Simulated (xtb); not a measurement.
Sn(H)3(PH2) (H5PSn), SMILES [PH2][SnH3]. All values are semi-empirical tight-binding results from xtb (GFN2-xTB unless named), good for trends rather than for accurate numbers. Geometry optimised at GFN2-xTB.

For metal compounds this method's bond lengths and energies can be far off.

Computed properties:
* **orbital gap**: 4.29 eV
* **zero-point energy**: 22.0 kcal/mol
* **G − E(el) at 298.15 K (modified RRHO)**: 3.8 kcal/mol
